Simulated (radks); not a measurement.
Values are calculated unless marked as measured or tabulated.
The arsenic ion As+, configuration [Ar] 3d8 4s2 4p4 (not the ground configuration). Code: a radial shooting solver on a logarithmic mesh with Libxc functionals. Model: Dirac Kohn-Sham, LDA (Slater exchange, Perdew-Wang correlation), spin-unpolarised, spherical densities, finite nucleus; open shells fill j = l - 1/2 first; Fermi nuclear charge, rms radius 4.0968 fm.

Normalised radial functions P(r) = r R(r) (large component), r in bohr:

```
   r/bohr * 4p3/2 (the largest magnitude, 0.762, reaches the edge; | marks zero)
 0.003388                             *
 0.004412                             *
 0.005791                             *
  0.00754                             *
 0.009897                             *
  0.01289                             |*
  0.01678                             |*
  0.02203                             | *
  0.02868                             | *
  0.03735                             |  *
  0.04902                             |    *
  0.06383                             |     *
  0.08312                             |       *
   0.1091                             |       *
   0.1421                             |      *
   0.1865                             |  *
   0.2428                          *  |
   0.3162                    *        |
    0.415                *            |
   0.5404                  *          |
   0.7036                          *  |
   0.9236                             |         *
    1.203                             |                    *
    1.566                             |                          *
    2.055                             |                         *
    2.676                             |                  *
    3.513                             |         *
    4.574                             |   *
    5.957                             |*
```

4p3/2: eigenvalue -16.971 eV, 2 radial nodes at r = 0.216, 0.752 bohr, <r> = 2.04 bohr, 90 % of the charge inside 3.08 bohr.
